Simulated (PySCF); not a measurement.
CH2Cl, SMILES [CH2]Cl (connectivity only; charge and spin as stated), charge +1, multiplicity 1.

Geometry optimised at B3LYP-D3(BJ)/def2-TZVP. The spin state was assumed, not searched. The isomer is the one that the SMILES or the coordinates give; other isomers of the formula were not compared.

Two levels are set side by side: PBE/def2-TZVPD (PySCF) and CAM-B3LYP/def2-TZVPD (PySCF). Same geometry, gas phase. Differences are taken from unrounded values.

```csv
quantity,CAM-B3LYP,PBE,PBE minus CAM-B3LYP
orbital gap (eV),8.25,2.98,-5.27
highest occupied level (eV),-18.23,-15.38,2.85
lowest empty level (eV),-9.99,-12.41,-2.42
mean polarisability (bohr³),21.3,21.5,0.1
```

PBE's occupied levels lie high since its potential decays too fast outside the molecule; exact exchange lowers them and widens the gap. Differences between two approximate levels are no errors against the true value.

Rough cost on one machine, each run with all the roots and properties that it gave: CAM-B3LYP against PBE within a factor of 2.
